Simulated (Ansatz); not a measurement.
Isolated molecules relaxed with PBE0-D4/def2-TZVP in Ansatz; ΔE leaves out vibrations. CBS: MP2 limit from def2 TZ/QZ plus the TZ coupled-cluster correction, frozen cores. This one scheme is used for every species. Functionals use def2-TZVPP. One conformer a species, not always the lowest.

Consider the ligand exchange at the Al–N bond: `FC[NH][AlH2]` + CH₃SH → `C[S][AlH2]` + `NCF`.

```
        level  ΔE (kcal/mol)
         BLYP           -4.7
HF/def2-TZVPP           -4.6
```

**Question.** What does CCSD(T)/CBS give? (Estimate.)

**Answer.** Computed: -5.3 kcal/mol. The listed levels differ from it by 0.6, 0.7 kcal/mol.

**Question.** What do rigid-rotor, harmonic-oscillator terms from PBE0-D4/def2-TZVP frequencies (298.15 K, 1 bar) make of the CCSD(T)/CBS value? (Best estimate.)

**Answer.** Ansatz gave: ΔZPE = +2.0 kcal/mol, ΔH = -3.3 kcal/mol, ΔS = 3 J/(mol·K), ΔG = -3.5 kcal/mol.

Largest T1 diagnostic among the species: 0.012.

At CCSD(T), def2-SVP lies +1.0 kcal/mol from the extrapolated value and def2-TZVPP +0.8 kcal/mol. Leaving LDA and LC-ωPBE aside and taking each functional with its dispersion term where it has one, the values, not all of them listed here, spread over 3.0 kcal/mol, from HSE06-D4 to CAM-B3LYP-D4.
